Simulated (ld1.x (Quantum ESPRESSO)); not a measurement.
**Before and after: TM semilocal potential for tellurium**

Te, norm-conserving Troullier–Martins (semilocal form), made with ld1.x (Quantum ESPRESSO) 7.5 (LDA (PZ), scalar-relativistic). Core [Kr] 4d10, reference 5s2 5p4. Waves: 5p (bound): rc 1.70 bohr; 5s (bound): rc 1.55 bohr. Local part: the s channel. Core correction: Bessel-smoothed model core, default radius (core density twice the valence density).

All-electron outer shells of the reference configuration (LDA (PZ), scalar-relativistic, ld1.x):

```
shell  level (eV)  outermost node (bohr)  outermost maximum (bohr)
   4p     -114.19                   0.38                      0.74
   4d      -41.70                   0.36                      0.81
   5s      -15.36                   0.91                      1.77
   5p       -6.12                   1.00                      2.17
```

Change: core [Kr], valence charge 16; reference 4d10 5s2 5p4; waves now 5s (bound): rc 1.85 bohr; 5p (bound): rc 2.35 bohr; 4d (bound): rc 1.40 bohr; local potential the d channel; core correction none.

Cutoffs: the cutoffs (Ry, on a coarse ladder) from which the occupation-weighted sum of valence levels, in a spherical-Bessel basis at the reference potential, stays within 10 and 1 mRy of its value at 400 Ry; they do not see the model core or the augmentation charge, which bear on the density cutoff. Errors are all-electron minus pseudo energies relative to the spin-unpolarised reference configuration.

What does the change do?

The potential gets harder (50 Ry and 100 Ry → 100 Ry and 160 Ry); neither file shows a bound ghost. The added semicore shells are compact, so their waves need more plane waves. In the semilocal form every listed channel keeps its own potential, so the choice of the local channel does not act on these tests. It acts once the file is put into the separable form. A semilocal file is local in each channel, so a ghost entry of none says nothing of the separable form that plane-wave codes build from it. Several settings change at once here, so the effects cannot be laid on one of them.

```tsv
quantity	base	changed
cutoff, loose	50 Ry	100 Ry
cutoff, tight	100 Ry	160 Ry
bound ghosts	none	none
largest error over its own tests, meV	-67	-247
```
